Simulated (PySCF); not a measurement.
# Highest orbital energy against ionisation energy along the halogens

Calculated with PySCF 2.14, no spin-orbit coupling. Each cell gives −ε(HOMO) / ΔSCF in eV; NIST values include spin-orbit coupling, (s) semi-empirical, (t) theoretical.

```json
{"species": "F²⁺ (aug-cc-pV5Z, non-relativistic)", "UHF": "63.890 / 62.256", "LDA": "51.614 / 63.186", "PBE": "51.572 / 62.855", "PBE0": "54.824 / 62.933", "r2SCAN": "52.811 / 63.167", "NIST (lowest levels)": "62.708 (s)"}
{"species": "Cl²⁺ (aug-cc-pV(5+d)Z, non-relativistic)", "UHF": "39.700 / 38.960", "LDA": "33.040 / 39.665", "PBE": "33.096 / 39.577", "PBE0": "34.955 / 39.660", "r2SCAN": "33.762 / 39.833", "NIST (lowest levels)": "39.8 ± 0.11 (s)"}
{"species": "Br²⁺ (aug-cc-pV5Z-PP with ECP10MDF, ECP)", "UHF": "35.196 / 34.632", "LDA": "29.370 / 35.183", "PBE": "29.349 / 35.014", "PBE0": "31.020 / 35.148", "r2SCAN": "30.001 / 35.395", "NIST (lowest levels)": "34.871 ± 0.019"}
{"species": "I²⁺ (aug-cc-pV5Z-PP with ECP28MDF, ECP)", "UHF": "30.313 / 29.849", "LDA": "25.536 / 30.476", "PBE": "25.470 / 30.273", "PBE0": "26.893 / 30.391", "r2SCAN": "26.002 / 30.568", "NIST (lowest levels)": "29.57 ± 0.025"}
```

Task: How far is −ε(HOMO) from ΔSCF on average for each method, and why?

Result: UHF 0.85 eV; LDA -7.24 eV; PBE -7.06 eV; PBE0 -5.11 eV; r2SCAN -6.60 eV. Hartree-Fock orbital energies lack relaxation and so exceed the ΔSCF value; semilocal functionals have convex E(N) from self-interaction, so their HOMO lies far too high; exact exchange moves hybrids part of the way back.
